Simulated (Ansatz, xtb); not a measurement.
Stretching the Se1–H2 bond in CH4OSe (SMILES CO[SeH]) (multiplicity 1 held, fragments rigid). Energies count from the point at 1.484 Å.
Geometry at that point (charge 0, multiplicity 1):
| atom | x (Å) | y (Å) | z (Å) |
|---|---|---|---|
| Se | -0.4149 | -0.1755 | 0.5953 |
| H | -1.2102 | -1.1283 | -0.2177 |
| O | 1.0021 | -0.0727 | -0.5290 |
| C | 0.8200 | 0.7815 | -1.6553 |
| H | 0.5450 | 1.7956 | -1.3545 |
| H | 1.7809 | 0.8024 | -2.1719 |
| H | 0.0548 | 0.3899 | -2.3327 |

Restricted levels (R-, RO-) in cc, def2 and unpolarised 6-31G sets keep to the state of the molecule at rest. Unrestricted levels (U-) break spin symmetry where that is lower. Curves can end on different states.

The values were computed with Ansatz (Gaussian orbitals); xtb for the GFN methods. Values without a source in brackets are computed. The GFN methods have no spin term and hold the electronic entropy of 300 K.

### Question
One of these levels gives 53.92 kcal/mol for the energy at R = 4.748 Å. Which one is it?
A. GFN2-xTB
B. U-HF/cc-pVTZ
C. U-PBE/cc-pVTZ
D. R-wB97X-V/cc-pVTZ

### Answer
B, U-HF/cc-pVTZ. The others give 80.04 (GFN2-xTB), 71.10 (U-PBE/cc-pVTZ), 147.79 (R-wB97X-V/cc-pVTZ)

Doubts at one or more of the structures used: a spin-contaminated determinant (U-HF/cc-pVTZ, U-PBE/cc-pVTZ); a restricted determinant that unrestricted orbitals would lower (R-wB97X-V/cc-pVTZ).

Ansatz is an electronic-structure program.
